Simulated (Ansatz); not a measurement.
Reaction (ligand exchange at the Si–O bond): `[SiH3]O[Si](Cl)(Cl)Cl` + `[OH][GeH]([F])[SH]` → `[OH][GeH]([F])[S][SiH3]` + `O[Si](Cl)(Cl)Cl`

Computed with Ansatz on PBE0-D4/def2-TZVP structures; ΔE is electronic, products minus reactants. CCSD(T)/CBS adds triple-zeta CCSD(T) − MP2 to the extrapolated MP2 energy (def2 sets, frozen cores). DFT in def2-TZVPP. For Ge outer-core shells are correlated without core-valence functions, which leaves a few kJ/mol of doubt a bond. Scalar relativity is left out up to krypton. One conformer a species, not always the lowest.

Problem. Is it downhill or uphill in electronic energy at CCSD(T)/CBS, and by how much? (Estimate.)

Solution. Computed: Uphill: ΔE = +0.45 eV.

Problem. What do these levels give: PBE-D4, ωB97X-V, ωB97M-V, r2SCAN, SCS-MP2/def2-TZVPP, CCSD/def2-TZVPP, CCSD(T)/def2-TZVPP, HF/def2-QZVPP, SCS-MP2/def2-QZVPP, HF/CBS(def2), MP2/CBS(def2), CCSD/CBS(def2)? (An estimate is asked.)

Solution. Computed: PBE-D4 0.30, ωB97X-V 0.45, ωB97M-V 0.43, r2SCAN 0.40, SCS-MP2/def2-TZVPP 0.52, CCSD/def2-TZVPP 0.52, CCSD(T)/def2-TZVPP 0.48, HF/def2-QZVPP 0.71, SCS-MP2/def2-QZVPP 0.51, HF/CBS(def2) 0.71, MP2/CBS(def2) 0.42, CCSD/CBS(def2) 0.49 eV.

Largest T1 diagnostic among the species: 0.012.

In def2-TZVPP, CCSD(T) changes the Hartree–Fock value by −0.20 eV (the triples alone add −0.04 eV) and MP2 by −0.23 eV. From PBE to PBE0 (25 % exact exchange), in def2-TZVPP and without D4, ΔE moves by +0.04 eV.
